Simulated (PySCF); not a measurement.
Si(OSiH3)2(NHSiH3)(Cl) (ClH10NO2Si4), SMILES [SiH3]N[Si](Cl)(O[SiH3])O[SiH3].

The structure is a stationary point at r2SCAN-D4/def2-SVP. One conformer was computed; it need not be the lowest.

Calculation: M06-2X/def2-SVP in PySCF.

The molecule is in vacuum.

```
Item                                                                                                              Value
---------------------------------------------------------------------------------------------  ------------------------
total energy                                                                                        -1828.82774 hartree
highest occupied level                                                                                         -9.14 eV
lowest empty level                                                                                              0.99 eV
orbital gap                                                                                                    10.13 eV
dipole moment                                                                                                    0.74 D
quadrupole, principal values (traceless, Buckingham form, about the centre of nuclear charge)    -10.04, 2.06, 7.98 D·Å
mean static polarisability                                                                       104.7 bohr³ (15.52 Å³)
polarisability, principal values                                                               98.2, 102.7, 113.3 bohr³
```
